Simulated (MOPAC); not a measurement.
Input file for MOPAC: PM6 on CH6O2Si (a complex), monomers drawn apart or pushed together.

```
PM6 1SCF PRECISE CHARGE=0 THREADS=1
CH6O2Si

Si     0.10655027 1    -0.31917526 1     0.64220098 1
H     -0.27518128 1    -0.53061173 1    -0.77427612 1
H      0.68623971 1    -1.55908719 1     1.19231386 1
H     -1.14324738 1     0.00998596 1     1.38020952 1
H      1.04486590 1     0.81481815 1     0.74117111 1
O      0.92093391 1     0.19846948 1     4.01113982 1
C      0.04776428 1     0.48299836 1     4.78295313 1
O     -1.24621079 1     0.62429153 1     4.47037263 1
H      0.19607522 1     0.66624316 1     5.85464536 1
H     -1.34534795 1     0.45571855 1     3.51486886 1
```

Program output:

```
*******************************************************************************
 **                                                                           **
 **                              MOPAC v23.2.5                                **
 **                                                                           **
 *******************************************************************************
 ** MOPAC's Digital Object Identifier: https://doi.org/10.5281/zenodo.6511958 **
 **                                                                           **
 ** Please cite the open-source release paper for use of this MOPAC version:  **
 ** J. E. Moussa and J. J. P. Stewart (2026)                                  **
 ** MOPAC: An open-source semiempirical molecular orbital program             **
 ** J. Open Source Softw., 11(119), 8025, https://doi.org/10.21105/joss.08025 **
 *******************************************************************************

                              PM6 CALCULATION RESULTS

 *******************************************************************************
 *  PM6        - The PM6 Hamiltonian to be used
 *
 *
 *
 *                 CHARGE ON SYSTEM = 0
 *
 *
 *
 *  PRECISE    - TIGHTER CRITERIA TO BE USED
 *  1SCF       - DO 1 SCF AND THEN STOP
 *  THREADS=1  - MULTI-THREADING NOT USED
 *  T=         - A TIME OF 172800.0 SECONDS REQUESTED
 *  DUMP=N     - RESTART FILE WRITTEN EVERY 7200.0 SECONDS REQUESTED
 *******************************************************************************
PM6 1SCF PRECISE CHARGE=0 THREADS=1
 CH6O2Si

   ATOM   CHEMICAL          X               Y               Z
  NUMBER   SYMBOL      (ANGSTROMS)     (ANGSTROMS)     (ANGSTROMS)

     1      Si          0.10655027  *  -0.31917526  *   0.64220098  *
     2       H         -0.27518128  *  -0.53061173  *  -0.77427612  *
     3       H          0.68623971  *  -1.55908719  *   1.19231386  *
     4       H         -1.14324738  *   0.00998596  *   1.38020952  *
     5       H          1.04486590  *   0.81481815  *   0.74117111  *
     6       O          0.92093391  *   0.19846948  *   4.01113982  *
     7       C          0.04776428  *   0.48299836  *   4.78295313  *
     8       O         -1.24621079  *   0.62429153  *   4.47037263  *
     9       H          0.19607522  *   0.66624316  *   5.85464536  *
    10       H         -1.34534795  *   0.45571855  *   3.51486886  *



          CARTESIAN COORDINATES

    NO.       ATOM           X           Y           Z

     1        Si          0.1066     -0.3192      0.6422
     2         H         -0.2752     -0.5306     -0.7743
     3         H          0.6862     -1.5591      1.1923
     4         H         -1.1432      0.0100      1.3802
     5         H          1.0449      0.8148      0.7412
     6         O          0.9209      0.1985      4.0111
     7         C          0.0478      0.4830      4.7830
     8         O         -1.2462      0.6243      4.4704
     9         H          0.1961      0.6662      5.8546
    10         H         -1.3453      0.4557      3.5149

 General Reference for PM6:
 "Optimization of Parameters for Semiempirical Methods V: Modification of NDDO Approximations
 and Application to 70 Elements", J. J. P. Stewart, J. Mol. Mod., 13, 1173-1213 (2007)
 URL: https://link.springer.com/article/10.1007/s00894-007-0233-4

           Empirical Formula: C H6 O2 Si  =    10 atoms



      MOLECULAR POINT GROUP   :   Cs


      RHF CALCULATION, NO. OF DOUBLY OCCUPIED LEVELS = 13


 -------------------------------------------------------------------------------
 PM6 1SCF PRECISE CHARGE=0 THREADS=1
 CH6O2Si



     1SCF WAS SPECIFIED, SO BFGS WAS NOT USED
     SCF FIELD WAS ACHIEVED


                              PM6 CALCULATION
                                                       MOPAC v23.2.5 Linux




          FINAL HEAT OF FORMATION =        -79.97487 KCAL/MOL =    -334.61487 KJ/MOL


          COSMO AREA              =        133.50 SQUARE ANGSTROMS
          COSMO VOLUME            =        119.06 CUBIC ANGSTROMS

          IONIZATION POTENTIAL    =         11.322905 EV
          HOMO LUMO ENERGIES (EV) =        -11.323  0.188
          NO. OF FILLED LEVELS    =         13
          MOLECULAR WEIGHT        =         78.1427         POINT GROUP:  Cs

          MOLECULAR DIMENSIONS (Angstroms)

            Atom       Atom       Distance
            H     9    H     2     6.75257
            H    10    H     3     2.71187
            H     5    H     3     2.17815


          SCF CALCULATIONS        =          1





   ATOM   CHEMICAL          X               Y               Z
  NUMBER   SYMBOL      (ANGSTROMS)     (ANGSTROMS)     (ANGSTROMS)

     1      Si          0.10655027  *  -0.31917526  *   0.64220098  *
     2       H         -0.27518128  *  -0.53061173  *  -0.77427612  *
     3       H          0.68623971  *  -1.55908719  *   1.19231386  *
     4       H         -1.14324738  *   0.00998596  *   1.38020952  *
     5       H          1.04486590  *   0.81481815  *   0.74117111  *
     6       O          0.92093391  *   0.19846948  *   4.01113982  *
     7       C          0.04776428  *   0.48299836  *   4.78295313  *
     8       O         -1.24621079  *   0.62429153  *   4.47037263  *
     9       H          0.19607522  *   0.66624316  *   5.85464536  *
    10       H         -1.34534795  *   0.45571855  *   3.51486886  *

                             CARTESIAN COORDINATES

   1   Si        0.106550270    -0.319175260     0.642200980
   2    H       -0.275181280    -0.530611730    -0.774276120
   3    H        0.686239710    -1.559087190     1.192313860
   4    H       -1.143247380     0.009985960     1.380209520
   5    H        1.044865900     0.814818150     0.741171110
   6    O        0.920933910     0.198469480     4.011139820
   7    C        0.047764280     0.482998360     4.782953130
   8    O       -1.246210790     0.624291530     4.470372630
   9    H        0.196075220     0.666243160     5.854645360
  10    H       -1.345347950     0.455718550     3.514868860


           Empirical Formula: C H6 O2 Si  =    10 atoms



      MOLECULAR POINT GROUP   :   Cs


                  EIGENVALUES
 -33.11124 -31.75158 -24.31001 -19.42024 -18.35331 -17.80290 -16.41470 -14.27469
 -12.67095 -11.92516 -11.80112 -11.75650 -11.32291   0.18757   0.80552   0.87119
   0.88699   1.55094   1.57419   1.88475   2.94934   3.62808   3.93008   4.41964
   4.58936   4.62318   4.76182


              NET ATOMIC CHARGES AND DIPOLE CONTRIBUTIONS

  ATOM NO.   TYPE          CHARGE      No. of ELECS.   s-Pop       p-Pop       d-Pop
    1         Si           0.111910        3.8881     1.23282     2.14465     0.51063
    2          H          -0.025917        1.0259     1.02592
    3          H          -0.018277        1.0183     1.01828
    4          H          -0.049426        1.0494     1.04943
    5          H          -0.018343        1.0183     1.01834
    6          O          -0.494488        6.4945     1.84604     4.64845
    7          C           0.493207        3.5068     1.11725     2.38954
    8          O          -0.477464        6.4775     1.80720     4.67026
    9          H           0.147560        0.8524     0.85244
   10          H           0.331236        0.6688     0.66876
 DIPOLE           X         Y         Z       TOTAL
 POINT-CHG.    -1.007     0.396     1.237     1.644
 HYBRID        -0.022    -0.084    -0.451     0.459
 SUM           -1.029     0.312     0.786     1.332


          ATOMIC ORBITAL ELECTRON POPULATIONS

     Atom    s        px        py        pz      x^2-y^2     xz        z^2       yz        xy
    1 Si   1.23282   0.70447   0.73022   0.70996   0.07402   0.09769   0.14383   0.05015   0.14493
    2  H   1.02592
    3  H   1.01828
    4  H   1.04943
    5  H   1.01834
    6  O   1.84604   1.52535   1.48554   1.63756
    7  C   1.11725   0.75593   0.68993   0.94369
    8  O   1.80720   1.42616   1.80819   1.43591
    9  H   0.85244
   10  H   0.66876

 **********************
 *                    *
 * JOB ENDED NORMALLY *
 *                    *
 **********************




 == MOPAC DONE ==
```

The run finished.

Cost: around 0.020 core-seconds (rough).
